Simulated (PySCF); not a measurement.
# Spectroscopy problems

- PBE0/pcSseg-1 with gauge-including orbitals
- coordinates at the GFN2-xTB level
- couplings computed with B3LYP/pcJ-1 (spin–dipole term left out of most H,H and C,H couplings)
- program: PySCF 2.14
- non-relativistic, isolated molecule, a single conformation, equivalent nuclei averaged

δ = σ(ref) − σ, references computed at the same level: $^{1}$H (σ = 31.72 ppm) and $^{13}$C (σ = 186.93 ppm) against TMS. Multiplet labels drop J under 1 Hz and among equivalent protons, and merge close values. Unscaled 3J(H,H) run several per cent high. Splittings of carbon signals by F and P are missing where no couplings were computed. Where no couplings were computed, multiplicities follow the n + 1 count of equivalent neighbours, and m marks all less simple cases (inequivalent or close neighbours, rings, F or P nearby). Vicinal couplings that depend on rotamer populations or ring flexing (ring, CH–CH, X–H and H–F types) are those of the one conformer. One-bond C–F couplings are unscaled and too large by tens of Hz. Shifts are as computed. Against solution values, carbons near 30 ppm lie about +3 ppm off and those near 130 ppm about +5 ppm. Of 1211 compounds with measured shifts, 218 miss one by over three times the rms of a fit or turn the order of signals round; such compounds aren't used in these exercises. Across acyclic CH2–CH2 and CH–CH2 bonds, 3J(H,H) assumes equally populated rotamers. OH and NH positions are gas-phase values without hydrogen bonding to other molecules.

Question: C$_{2}$H$_{5}$F$_{2}$N. $^{1}$H NMR (400 MHz, computed): δ 6.14 (tt, J = 63.2, 3.3 Hz, 1H), 3.24 (td, J = 13.4, 3.3 Hz, 2H), 0.64 (br s, 2H). $^{13}$C{$^{1}$H} NMR (computed): δ 125.4 (t, J = 298.6 Hz), 51.3 (t, J = 25.0 Hz). What is it?

Answer: 2,2-difluoroethylamine. The formula gives 0 degrees of unsaturation. 2 carbon signals for 2 carbons: no two carbons are equivalent. Carbon types of the structure: 1 × CH, 1 × CH2, leaving 2 H on heteroatoms. δC 125.4: sp3 CH bonded to 2 F; 2 electronegative neighbours deshield it. δC 51.3: sp3 CH2 bonded to N; pulled downfield by the heteroatom. δH 6.14: hydrogen on an sp3 CH bonded to 2 F; its carbon carries F, hence the downfield position. δH 3.24: hydrogen on an sp3 CH2 bonded to N; its carbon carries N, which withdraws density. The protons at 3.24 and 6.14 share a coupling of 3.3 Hz (vicinal).

The shifts were computed for this structure.

Question: C$_{5}$H$_{13}$FN$_{2}$Si$_{2}$. $^{1}$H NMR (400 MHz, computed): δ 4.80 (s, 6H), 3.07 (m, 2H), 2.83 (m, 2H), 2.47 (s, 3H). $^{13}$C{$^{1}$H} NMR (computed): δ 158.4 (C), 104.1 (C), 51.7 (CH2), 39.2 (CH3), 31.2 (CH2). Identify the compound.

Answer: SMILES N(C1=C(F)N(C)CC1)([SiH3])[SiH3]. Rings plus π bonds: 2 (1 ring in the answer). 5 carbon signals for 5 carbons: no two carbons are equivalent. Carbon types of the structure: 2 × C, 2 × CH2, 1 × CH3, leaving 6 H on heteroatoms. δC 158.4, 104.1: alkene carbon bearing nitrogen. δC 51.7: sp3 CH2 bonded to N; deshielded by the electronegative neighbour. δH 3.07: hydrogen on an sp3 CH2 bonded to N; its carbon carries N, hence the downfield position. δH 2.47: hydrogen on a methyl carbon bonded to N; its carbon carries N, which withdraws density.

The shifts were computed for this structure.
